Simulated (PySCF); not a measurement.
Run record: geometry optimisation, `[AsH3+][AlH2-][O][SiH3]`.

Computed with PBE0-D3(BJ)/def2-SVP geometry optimisation, gas phase (PySCF 2.14.0). Start geometry: GFN2-xTB. A driver script takes a list of jobs; this job's settings line and coordinates (Å) are shown.

Input:
```
{"job": {"xc": "PBE0", "basis": "def2-SVP", "d3": "d3bj", "grid": 1, "maxiter": 30, "shake": 0.01, "kind": "geom"}, "charge": 0, "multiplicity": 1}
Si     2.056900    -0.033470     0.892530
O      0.998410    -0.186240    -0.367700
Al    -0.091020    -0.344750    -1.653880
As    -2.078900    -0.061630     0.024290
H      2.609540    -1.332810     1.144480
H      1.223070     0.472720     2.017320
H      3.053760     0.970790     0.485230
H     -0.376990     0.936970    -2.472720
H     -0.332150    -1.750530    -2.186690
H     -1.693360     1.351470     0.216500
H     -3.535680     0.298510     0.424300
H     -1.793900    -0.349300     1.467310
```

Output:
```
step   0  E = -2846.77933903  max force = 0.029388
step   1  E = -2846.79159641  max force = 0.015493
step   2  E = -2846.79375669  max force = 0.010813
step   3  E = -2846.79572874  max force = 0.009235
step   4  E = -2846.79636223  max force = 0.006253
step   5  E = -2846.79733997  max force = 0.002702
step   6  E = -2846.79758007  max force = 0.002146
step   7  E = -2846.79778021  max force = 0.002408
step   8  E = -2846.79787881  max force = 0.001634
step   9  E = -2846.79791309  max force = 0.000633
step  10  E = -2846.79792701  max force = 0.000534
step  11  E = -2846.79793833  max force = 0.000712
step  12  E = -2846.79794155  max force = 0.000592
step  13  E = -2846.79794783  max force = 0.000610
step  14  E = -2846.79795628  max force = 0.000391
optimisation converged
```

Energies in Eh; «max force» is the largest Cartesian gradient component in Eh/bohr.

Q: How much energy does the optimisation release, in kcal/mol?

A: E(step 0) − E(last step) = 0.018617 Eh, which is 11.7 kcal/mol.

Q: Give the first gradient maximum in eV/Å.

A: With 1 Eh/bohr = 51.422 eV/Å, 1.511 eV/Å.

In short: final energy -2846.79796 Eh after 14 steps; dipole 4.01 D.

Q: Where do the atoms end?

A: 0.456 Å rms from the input after alignment:
```
atom  x, y, z in Å
Si1    2.2889   -0.0852    0.7764
O2     1.0929   -0.1681   -0.3350
Al3   -0.1450   -0.3200   -1.5247
As4   -2.1548    0.2795    0.1410
H5     2.8135   -1.4461    1.1154
H6     1.7784    0.5347    2.0435
H7     3.4322    0.7467    0.2860
H8    -0.3396    0.8979   -2.5325
H9    -0.6260   -1.7945   -1.8908
H10   -2.1720    1.6226    0.8328
H11   -3.6005    0.2742   -0.2994
H12   -2.3285   -0.5699    1.3784
```

Q: Estimate the wall time. Hardware: AMD EPYC 9R45, one thread, shared host with 96 logical CPUs at a one-minute load of 57. And the peak memory of the process?

A: About 60 s, with 0.52 GiB resident at the peak, the Python interpreter and its libraries included.
Labels such as C1 count atoms from 1, the log's own numbers from 0.
